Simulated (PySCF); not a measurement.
SMILES COC(=O)[CH2][GeH3] (C3H8GeO2) at its GFN2-xTB optimised geometry (Å):

```
14

C      1.0967     2.3572     0.0188
O      0.4546     1.0918     0.0000
C     -0.8896     1.0918     0.0000
O     -1.5470     2.0960     0.0000
C     -1.3973    -0.3152     0.0002
Ge     0.1121    -1.5557    -0.2644
H      0.7758     2.9545    -0.8369
H      2.1642     2.1605    -0.0297
H      0.8464     2.8921     0.9373
H     -2.1642    -0.4134    -0.7686
H     -1.8966    -0.4974     0.9532
H      1.0762    -1.5076     0.8697
H      0.8302    -1.2800    -1.5400
H     -0.4259    -2.9545    -0.3395
```

Level of theory: CAM-B3LYP/def2-TZVP run with PySCF 2.14.0.

Map of the electron localisation function on the plane z = 1.5 Å:

```
|                               |
|                               |
|                 ..            |
|               .*%%*:          |
|               +@@@@*.         |
|               *@@@@%:         |
|               *@@@@%:         |
|         ...   -@@@@*.         |
|        ..::.   +%@#-          |
|        ..::.    .::.          |
|         ....                  |
|           ..                  |
|                ..             |
|                ...            |
|      .-++-.                   |
|      +%@@@*.                  |
|     .#@@@@%-     ....         |
|     .#@@@@%-   :#@@@%-        |
|      *@@@@#.  .#@@@@@#.       |
|      :*%%*:   =@@@@@@@:       |
|       .::.    +@@@@@@@:       |
|               -%@@@@@%.       |
|               .+%@@@@=        |
|                .-*##=.        |
|                  ...          |
|                               |
|                               |
|                               |
|                               |
|                               |
|                               |
```
Scale: ten equal steps from 0.000 (start of ' ') to 0.999 (end of '@'), in the order ' .:-=+*#%@'; x runs from -5.00 to 5.00, y from -5.00 (bottom) to 5.00 (top).
